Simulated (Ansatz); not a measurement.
`[Br][Al]1[CH2][CH2]1` and `[Cl][Al]1[CH2][CH2]1` differ in one atom or group.

Ansatz, PBE0-D4/def2-TZVP geometries, multiplicity 1. 

Scalar relativity is left out up to krypton.

```tsv
property	`[Br][Al]1[CH2][CH2]1`
HOMO–LUMO gap (B3LYP/def2-TZVPP) / eV	4.64
HOMO energy (PBE/def2-TZVPP) / eV	-5.04
HOMO energy (B3LYP/def2-TZVPP) / eV	-5.98
size of the dipole moment (ωB97M-V/def2-TZVPP) / D	0.12
LUMO energy (ωB97M-V/def2-TZVPP) / eV	0.56
LUMO energy (PBE0/def2-TZVPP) / eV	-1.10
```

Q: What does the change do to each property? (Best estimate.)

A: The calculation gave: 
| property | `[Cl][Al]1[CH2][CH2]1` | shift |
| --- | --- | --- |
| HOMO–LUMO gap (B3LYP/def2-TZVPP) / eV | 4.77 | 0.13 |
| HOMO energy (PBE/def2-TZVPP) / eV | -5.06 | -0.02 |
| HOMO energy (B3LYP/def2-TZVPP) / eV | -6.01 | -0.03 |
| size of the dipole moment (ωB97M-V/def2-TZVPP) / D | 0.17 | 0.05 |
| LUMO energy (ωB97M-V/def2-TZVPP) / eV | 0.68 | 0.12 |
| LUMO energy (PBE0/def2-TZVPP) / eV | -0.98 | 0.12 |

Dipoles are sizes alone; their direction can turn.

B3LYP here is the variant with VWN-RPA as its local correlation; programs differ in this.

Spin–orbit coupling is left out; it splits and shifts lone-pair levels of the heavy atoms by tenths of an eV.
